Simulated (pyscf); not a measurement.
Hydrogen shift: •HN–NH–SiH₃ -> H₂N–N•–SiH₃

Gas phase, doublet surface, charge 0. Bonds broken: N1–H3. Bonds formed: N2–H3. PySCF, gas phase, ωB97X-D3(BJ)/def2-SVP geometries. MP2 and CC: frozen core, UHF for open shells. ΔMP2 is the change of the MP2 total energy from the triple- to the quadruple-zeta basis.

Transition state (Å):

```xyz
8

N      1.3280    -0.6418     0.6745
N      1.2193    -0.5566    -0.7269
H      1.8643     0.1979    -0.0269
H      0.2376    -0.4206    -1.0234
Si    -0.1209    -0.5478     1.6877
H      0.1919    -1.0888     3.0347
H     -0.5952     0.8646     1.8121
H     -1.1894    -1.3486     1.0139
```

One imaginary mode, 2086i cm⁻¹; descent along it reached the two sides named.

| bond | change | reactant side (Å) | saddle | product side |
|---|---|---|---|---|
| N1–H3 | breaks | 1.017 | 1.218 | 1.997 |
| N2–H3 | forms | 1.970 | 1.215 | 1.017 |

Electronic energies relative to the reactant's lowest minimum found (kcal/mol):

| level | barrier | reaction energy | reverse barrier |
|---|---|---|---|
| ωB97X-D3(BJ)/def2-TZVP | 56.7 | +1.7 | 55.0 |
| PBE/def2-TZVP | 51.0 | +0.7 | 50.3 |
| r²SCAN/def2-TZVP | 54.0 | +1.5 | 52.5 |
| B3LYP-D3(BJ)/def2-TZVP | 56.1 | +1.5 | 54.6 |
| PBE0-D3(BJ)/def2-TZVP | 55.1 | +1.2 | 53.9 |
| M06-2X/def2-TZVP | 55.4 | +1.7 | 53.7 |
| ωB97M-D3(BJ)/def2-TZVP | 55.6 | +1.5 | 54.1 |
| HF/def2-TZVP | 67.9 | +4.0 | 63.9 |
| MP2/def2-QZVPP | 54.5 | +2.2 | 52.3 |
| CCSD/def2-TZVPP | 57.7 | +3.1 | 54.6 |
| CCSD(T)/def2-TZVPP | 55.5 | +3.0 | 52.5 |
| CCSD(T)/def2-TZVPP + ΔMP2(QZVPP) | 55.5 | +2.7 | 52.7 |

With CCSD(T)/def2-TZVPP + ΔMP2(QZVPP) energies and thermal terms (ideal gas, 1 atm, RRHO with modes under 100 cm⁻¹ raised to 100, one conformer, R ln 2 for chiral ones without a mode under 150 cm⁻¹), in kcal/mol:

| T (K) | ΔH‡ | ΔG‡ | ΔH | ΔG |
|---|---|---|---|---|
| 298 | 51.8 | 51.9 | +2.7 | +2.8 |
| 600 | 51.6 | 52.1 | +2.8 | +2.8 |
| 900 | 51.4 | 52.4 | +2.8 | +2.7 |
| 1200 | 51.1 | 52.8 | +2.8 | +2.7 |

•HN–NH–SiH₃ lies 46.1 kcal/mol over its isomer H₂N–SiH•–NH₂ (electronic energy, ωB97M-D3(BJ)). H₂N–N•–SiH₃ lies 47.6 kcal/mol over its isomer H₂N–SiH•–NH₂ (electronic energy, ωB97M-D3(BJ)). This is the saddle that the search found; another between the same sides may lie lower. The CCSD(T) − MP2 part came from Ansatz, without density fitting, on the same reference.
